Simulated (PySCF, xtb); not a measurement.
Ga(Cl)2(SeH) (Cl2GaHSe), SMILES [Cl][Ga]([Cl])[SeH].

GFN2-xTB in xtb at its own geometry gives an orbital gap of 3.26 eV and a dipole moment of 0.78 D.

Geometry optimised at PBE0-D3(BJ)/def2-SVP. The structure was generated by enumeration; whether it is a known compound was not checked. The values are those of a single conformer.

**Question.** What does HF/def2-TZVP (PySCF) give? (An estimate is asked for; the answer gives what the named calculation found.)

**Answer.** gap 12.09 eV (levels -10.49 and 1.60 eV), dipole 1.58 D.
